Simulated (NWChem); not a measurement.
## H₃FSi

```xyz
5

Si     0.4940    -0.1169     0.0000
F     -1.0869     0.2572     0.0000
H      0.7926    -0.9128     1.2224
H      0.7926    -0.9128    -1.2224
H      1.2802     1.1475     0.0000
```
Charge 0, spin multiplicity 1.

Everything below was run with NWChem. Structure: optimised with PBE0/def2-SVP, a minimum by its harmonic frequencies.

Symmetry labels belong to the abelian group Cs used in the runs, with the axes of the coordinates shown; states degenerate in a higher group split over its labels.

B3LYP has NWChem's definition, with VWN1-RPA local correlation. The structure started from a generated list of species.

**Question.** List the lowest 6 singlet excitations that TD-B3LYP/def2-SVPD, VWN1-RPA local correlation gives, with oscillator strengths.

**Answer.** 
```csv
state,symmetry,energy (eV),wavelength (nm),f
1,a',7.92,156,0.005
2,a",7.92,156,0.005
3,a',9.12,136,0.110
4,a",9.12,136,0.110
5,a",9.34,133,0.000
6,a',9.79,127,0.010
```
